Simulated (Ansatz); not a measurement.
C₃H₄F₄O, SMILES `FCOC(F)C(F)F` at its PBE0-D4/def2-TZVP geometry, where that method's forces vanish. Total charge 0; spin multiplicity 1.

```xyz
12

F    -0.2410    0.5839    2.3875
C     0.8496    0.6055    1.5563
O     0.6458   -0.2309    0.4717
C    -0.2817    0.2119   -0.4360
F     0.2343    1.2387   -1.1920
C    -0.6345   -0.9266   -1.3822
F    -1.3275   -1.8645   -0.7023
F     0.4786   -1.4934   -1.8793
H     1.7082    0.2088    2.0970
H     1.0050    1.6423    1.2436
H    -1.1899    0.5862    0.0492
H    -1.2468   -0.5620   -2.2134
```

**Question.** What forces (eV/Å) does PBE-D4/def2-TZVPP give on these atoms in Ansatz? (Estimate.)

**Answer.** The calculation gave: 
```
F1  -0.602  0.017  0.521
C2   0.354  0.190 -0.014
O3   0.387 -0.607 -0.039
C4  -0.377 -0.133  0.067
F5   0.286  0.649 -0.473
C6  -0.168  0.427 -0.078
F7  -0.477 -0.583  0.416
F8   0.699 -0.327 -0.347
H9   0.233 -0.095  0.114
H10  0.063  0.261 -0.071
H11 -0.235  0.089  0.123
H12 -0.162  0.112 -0.218
```
